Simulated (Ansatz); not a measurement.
Job for Ansatz (a first-principles code): R-B3LYP/def2-TZVPP on FGeH3Si (SMILES [F][Ge][SiH3]), a point of a torsion scan.

Ansatz 0.2 input:
```yaml
crystal:
  periodic: [false, false, false]
  atoms:
    - {symbol: F, position_ang: [2.50204632, 0.58081820, -0.19478886]}
    - {symbol: Ge, position_ang: [1.64404077, -0.95836409, 0.30282575]}
    - {symbol: Si, position_ang: [-0.61712717, -0.03440145, 0.01276703]}
    - {symbol: H, position_ang: [-0.73438393, 1.35774110, -0.43445114]}
    - {symbol: H, position_ang: [-1.39406676, -0.11646515, 1.26515089]}
    - {symbol: H, position_ang: [-1.40060730, -0.82996745, -0.95266599]}
basis:
  gaussian:
    orbitals: def2-TZVPP
hamiltonian:
  xc: {name: B3LYP}
scf: {lower_state_search: off}
```

It printed:

```
WARN ansatz: RAYON_NUM_THREADS=1 ignored (pool sized by the plan → 1); use --threads N
Functional definition: B3LYP
these checks for a lower state are left out or cut short: stability, starts, cluster_reference, orbital_swaps, neighbouring_geometries, increment
integrals: 0.08 GiB planned
1013 factors; their error is unknown
mean field: 0.68 GiB planned
mean field evaluation 1: about -67161.3162 eV, gradient 4.5e1 eV
mean field evaluation 2: about -67134.3401 eV, gradient 1.3e2 eV
mean field evaluation 4: about -67164.8385 eV, gradient 7.1e0 eV
mean field evaluation 8: about -67165.1518 eV, gradient 1.6e-1 eV
mean field evaluation 16: about -67165.1519 eV, gradient 2.4e-6 eV
mean field -67165.15186026 eV, -2468.2738046896 hartree, gradient 2.4e-6 eV, S^2 0.000000; 0 other end points of the search recorded, 0 dependent functions left out
reference -67165.15209121 eV, -2468.2738131768 hartree; 29, 29 occupied and 134, 134 virtual orbitals, 1013 factors
Total energy: -67165.15209121 eV, -2468.2738131768 hartree
Checks for a lower state left out: stability, starts, cluster_reference, orbital_swaps, neighbouring_geometries, increment
```

The calculation finished and met its thresholds.

Cost: about 1.9 core-seconds (a rough figure).
